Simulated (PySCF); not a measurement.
# MNH across group 14

Level: PBE0, basis family def2-TZVP, scalar-relativistic core potentials from Rb on and no relativity for lighter atoms.

Each entry is the lowest minimum that a search over a few typed start shapes (and spin states, where more than one is plausible) found, or that minimum re-optimised at the stated level; isomers with ligand–ligand bonds, or fragments after loss of a ligand pair, can lie lower. Open shells are unrestricted; no spin–orbit coupling; PySCF with density fitting.

```
molecule  2S+1  point group  mean bond to the central atom (Å)  lowest ω (cm⁻¹)  polar-tensor charge of the central atom  highest ω (cm⁻¹)  distinct angles (°)
     HCN     1          C∞v                              1.107              776                                    -0.06              3459                  180
    HSiN     1          C∞v                              1.522              277                                     0.28              2211                  180
    HGeN     1          C∞v                              1.574              353                                     0.30              2167                  180
    HPbN     1          C∞v                              1.784              400                                     0.45              1872                  180
```

Spin–orbit coupling can matter for HPbN.

Left out of the table are members whose search was unfinished or whose lowest solution was spin-contaminated, unstable, very soft or bonded differently.
